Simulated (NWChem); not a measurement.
Species: HfNH₅; SMILES [NH2][HfH3]

All runs: NWChem. The geometry was optimised at PBE0/def2-SVP. def2 effective core potentials on Hf; no spin-orbit coupling. LC-ωPBE (HJS hole) with def2-SVP; x = 1 − exp(−ω/0.25 bohr⁻¹) is a scale chosen for this fit.

```
row           x  −ε(HOMO) (eV)
--------  -----  -------------
ω = 0.10  0.330           7.91
ω = 0.15  0.451           8.57
ω = 0.20  0.551           9.14
ω = 0.35  0.753          10.36
ω = 0.60  0.909       withheld
```

Problem. Fit a straight line of the last column on the one before it, predict the withheld value, and compare with the run.

Solution. 
1. Means of the 4 shown rows: x = 0.5212, y = 8.995. Slope Σ(x − x̄)(y − ȳ)/Σ(x − x̄)² = 0.5580/0.09610 = 5.806; intercept 5.969.
2. The shown rows scatter about the line by 0.023 (root mean square); the largest residual is -0.03, at ω = 0.20.
3. At x = 0.909 (ω = 0.60; beyond the shown range) the line gives 11.25.
4. The run gives 11.33, +0.08 from the line, 3.5 times the scatter.
